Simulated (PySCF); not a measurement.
Br2Ge, charge +1, doublet, at a GFN2-xTB geometry (a state made from the parent by changing its charge; the spin is typed, not shown lowest), with bond 3-1 at 2.4 times its length; CASSCF(5,6)/STO-3G (PySCF).

Input for PySCF:
```python
from pyscf import gto, scf, mcscf
import numpy

mol = gto.Mole()
mol.atom = '''
    Ge    0.04098787    0.01970421    0.87545472
    Br    1.08405991   -1.64809774   -0.41494801
    Br   -2.74906589    3.88461201   -2.15075916
'''
mol.basis = 'sto-3g'
mol.charge = 1
mol.spin = 1
mol.verbose = 4
mol.build()

mf = scf.ROHF(mol)
mf.kernel()
mc = mcscf.CASSCF(mf, 6, 5)
mc.fix_spin_(ss=0.75)
mc = mc.newton()
mc.kernel()
occ = numpy.linalg.eigvalsh(mc.fcisolver.make_rdm1(mc.ci, mc.ncas, mc.nelecas))[::-1]
ss = mc.fcisolver.spin_square(mc.ci, mc.ncas, mc.nelecas)[0]
print('natural occupations', occ.round(4), ' <S^2>', round(ss, 4))
```

It wrote (shortened):

```
PySCF version 2.14.0

[INPUT] verbose = 4
[INPUT] num. atoms = 3
[INPUT] num. electrons = 101
[INPUT] charge = 1
[INPUT] spin (= nelec alpha-beta = 2S) = 1
[INPUT] symmetry False subgroup None
[INPUT] Mole.unit = angstrom
[INPUT] Symbol           X                Y                Z      unit          X                Y                Z       unit  Magmom
[...]
nuclear repulsion = 450.152852249276
number of shells = 24
number of NR pGTOs = 162
number of NR cGTOs = 54
basis = sto-3g
ecp = {}

******** <class 'pyscf.scf.rohf.ROHF'> ********
method = ROHF
initial guess = minao
damping factor = 0
level_shift factor = 0
DIIS = <class 'pyscf.scf.diis.CDIIS'>
diis_start_cycle = 1
diis_space = 8
diis_damp = 0
SCF conv_tol = 1e-09
SCF conv_tol_grad = None
SCF max_cycles = 50
direct_scf = True
direct_scf_tol = 1e-13
num. doubly occ = 50  num. singly occ = 1
Set gradient conv threshold to 3.16228e-05
init E= -7130.26324298706
[...]
cycle= 1 E= -7140.79038306507  delta_E= -10.5  |g|= 0.351  |ddm|= 1.61
[...]
cycle= 2 E= -7140.84277389871  delta_E= -0.0524  |g|= 0.184  |ddm|= 0.879
[...]
cycle= 3 E= -7140.86271375157  delta_E= -0.0199  |g|= 0.0313  |ddm|= 0.327
[...]
cycle= 4 E= -7140.86349823658  delta_E= -0.000784  |g|= 0.00944  |ddm|= 0.0606
[...]
cycle= 5 E= -7140.86366336995  delta_E= -0.000165  |g|= 0.0021  |ddm|= 0.0428
[...]
cycle= 6 E= -7140.86365135166  delta_E= 1.2e-05  |g|= 0.0024  |ddm|= 0.0226
[...]
cycle= 7 E= -7140.86367313622  delta_E= -2.18e-05  |g|= 0.000332  |ddm|= 0.0168
[...]
cycle= 8 E= -7140.86367337045  delta_E= -2.34e-07  |g|= 4.64e-05  |ddm|= 0.00155
[...]
cycle= 9 E= -7140.86367337295  delta_E= -2.5e-09  |g|= 1.03e-05  |ddm|= 0.000138
[...]
cycle= 10 E= -7140.86367337308  delta_E= -1.33e-10  |g|= 5.47e-06  |ddm|= 3.19e-05
[...]
Extra cycle  E= -7140.86367337311  delta_E= -3.64e-11  |g|= 3.11e-06  |ddm|= 1.8e-05
converged SCF energy = -7140.86367337311

******** <class 'pyscf.mcscf.newton_casscf.CASSCF'> ********
CAS (3e+2e, 6o), ncore = 48, nvir = 0
max_cycle_macro = 50
max_cycle_micro = 10
conv_tol = 1e-07
conv_tol_grad = None
orbital rotation max_stepsize = 0.03
augmented hessian ah_max_cycle = 30
augmented hessian ah_conv_tol = 1e-12
augmented hessian ah_linear dependence = 1e-14
augmented hessian ah_level shift = 1e-08
augmented hessian ah_start_tol = 500
augmented hessian ah_start_cycle = 3
augmented hessian ah_grad_trust_region = 3
kf_trust_region = 3
kf_interval = 5
natorb = False
canonicalization = True
internal_rotation = False
[...]
CASCI E = -7140.86368039757  dE = -7140.8637  S^2 = 0.7500000
[...]
macro 31 (18 JK  14 micro), CASSCF E = -7140.87680609503  dE = -0.0004107  |grad|=0.0856  S^2 = 0.7500000
macro 32 (18 JK  14 micro), CASSCF E = -7140.87693526982  dE = -0.0001292  |grad|=0.117  S^2 = 0.7500000
macro 33 (9 JK  6 micro), CASSCF E = -7140.88432763992  dE = -0.007392  |grad|=0.0536  S^2 = 0.7500000
macro 34 (11 JK  7 micro), CASSCF E = -7140.88783925926  dE = -0.003512  |grad|=0.561  S^2 = 0.7500000
macro 35 (11 JK  7 micro), CASSCF E = -7140.88316765099  dE = 0.004672  |grad|=0.648  S^2 = 0.7500000
macro 36 (11 JK  7 micro), CASSCF E = -7140.88781893062  dE = -0.004651  |grad|= 0.15  S^2 = 0.7500000
macro 37 (10 JK  6 micro), CASSCF E = -7140.87003234803  dE = 0.01779  |grad|=0.197  S^2 = 0.7500000
macro 38 (14 JK  10 micro), CASSCF E = -7140.89135446483  dE = -0.02132  |grad|= 3.48  S^2 = 0.7500000
macro 39 (11 JK  7 micro), CASSCF E = -7140.88156533059  dE = 0.009789  |grad|=0.975  S^2 = 0.7500000
macro 40 (17 JK  12 micro), CASSCF E = -7140.87857109809  dE = 0.002994  |grad|=0.258  S^2 = 0.7500000
macro 41 (16 JK  12 micro), CASSCF E = -7140.87847731467  dE = 9.378e-05  |grad|=0.324  S^2 = 0.7500000
macro 42 (17 JK  13 micro), CASSCF E = -7140.87787428196  dE = 0.000603  |grad|=0.218  S^2 = 0.7500000
macro 43 (11 JK  7 micro), CASSCF E = -7140.87967836932  dE = -0.001804  |grad|=0.275  S^2 = 0.7500000
macro 44 (18 JK  14 micro), CASSCF E = -7140.87864452998  dE = 0.001034  |grad|=0.117  S^2 = 0.7500000
macro 45 (11 JK  7 micro), CASSCF E = -7140.87819527063  dE = 0.0004493  |grad|=0.0908  S^2 = 0.7500000
macro 46 (17 JK  13 micro), CASSCF E = -7140.87975715245  dE = -0.001562  |grad|= 0.19  S^2 = 0.7500000
macro 47 (7 JK  4 micro), CASSCF E = -7140.88274487674  dE = -0.002988  |grad|= 0.21  S^2 = 0.7500000
macro 48 (11 JK  7 micro), CASSCF E = -7140.81940873508  dE = 0.06334  |grad|=0.806  S^2 = 0.7537039
macro 49 (11 JK  7 micro), CASSCF E = -7140.87634319523  dE = -0.05693  |grad|= 3.49  S^2 = 0.7500000
macro 50 (11 JK  7 micro), CASSCF E = -7140.87873702629  dE = -0.002394  |grad|=0.146  S^2 = 0.7500000
newton CASSCF not converged, 50 macro (96 KF 539 Hx) steps
CASSCF canonicalization
Density matrix diagonal elements [1.99608356 1.000004   1.95714904 0.00900219 0.00907164 0.02868957]
CASSCF energy = -7140.87873702629
CASCI E = -7140.87873702629  E(CI) = -46.3345397187222  S^2 = 0.7500000
natural occupations [2.     1.9534 1.     0.0287 0.009  0.009 ]  <S^2> 0.75
```

Convergence was not reached.
